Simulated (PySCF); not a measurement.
A GIAO shielding run with PySCF (density fitting, non-relativistic, gas phase) on SMILES [SiH3][C@H]1CC(Cl)=C[SiH2]1, C₄H₉ClSi₂:

```
$ OMP_NUM_THREADS=1 python probes_run.py task.json out

{"job": {"kind": "nmr", "xc": "PBE0", "basis": "pcSseg-1"}, "charge": 0, "multiplicity": 1}
Si     2.229807    -0.536280    -0.230372
C      0.433556    -0.018473    -0.564735
C     -0.578909    -1.068595    -0.079759
C     -1.849935    -0.386787     0.319829
Cl    -3.225869    -1.411502     0.561465
C     -1.868149     0.925903     0.506940
Si    -0.167607     1.640650     0.174227
H      2.496045    -1.833774    -0.859540
H      2.441386    -0.658194     1.213570
H      3.128765     0.472471    -0.791334
H      0.318513     0.071290    -1.649281
H     -0.772906    -1.821745    -0.847062
H     -0.196463    -1.603445     0.795987
H     -2.754438     1.448629     0.821127
H      0.524761     2.042015     1.403265
H     -0.166155     2.746783    -0.785736
```

Hardware: 1 thread of an Intel Xeon, shared host. The job also computes population analyses, field gradients, ring-centre shieldings.

Q: How large is the calculation?

A: 78 electrons, 185 basis functions and 1029 auxiliary functions.

Q: How long does it take, and how much memory does it need?

A: 75 s of wall time, with 14 SCF cycles and 5 response iterations; peak memory 0.84 GiB. Times on a shared host scatter by some tens of per cent.
